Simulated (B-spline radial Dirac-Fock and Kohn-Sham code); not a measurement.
## Scattering functions of Ag¹¹⁺

System: Ag¹¹⁺, configuration [Ar] 3d10 4s2 4p6.

Level of theory: Dirac-Fock densities; a radial B-spline solver. f₀ is the Fourier transform of the spherical electron density, S the Waller-Hartree incoherent function, and s = sin θ/λ. The electron scattering factor follows from the Mott-Bethe formula f_e = 0.023934 Å⁻¹·(Z − f₀)/s².

```csv
s (Å⁻¹),f₀,S,f_e (Å)
0,36.000,0.000,–
0.08,35.542,0.465,42.849
0.1,35.290,0.716,28.026
0.11,35.145,0.860,23.449
0.14,34.637,1.352,15.097
0.16,34.242,1.725,11.927
0.19,33.575,2.339,8.900
0.23,32.568,3.231,6.530
0.27,31.457,4.170,5.103
0.32,29.975,5.364,3.979
0.38,28.143,6.777,3.125
0.45,26.046,8.359,2.477
0.53,23.821,10.056,1.975
0.63,21.396,11.993,1.544
0.75,18.998,14.019,1.191
0.89,16.718,16.001,0.915
1.05,14.507,17.922,0.705
1.24,12.207,19.935,0.542
1.48,9.792,22.168,0.407
1.75,7.823,24.282,0.306
2.07,6.390,26.295,0.227
2.46,5.432,28.168,0.164
2.92,4.704,29.804,0.119
```

f₀ starts at the number of electrons, 36, and has fallen to half at s ≈ 0.81 Å⁻¹. The sum of ⟨r²⟩ over the electrons is 9.841 bohr². For an ion f_e diverges as s goes to zero, because of the net charge.

Values without a named source are computed, but for edge energies of neutral atoms, which are taken from tables.
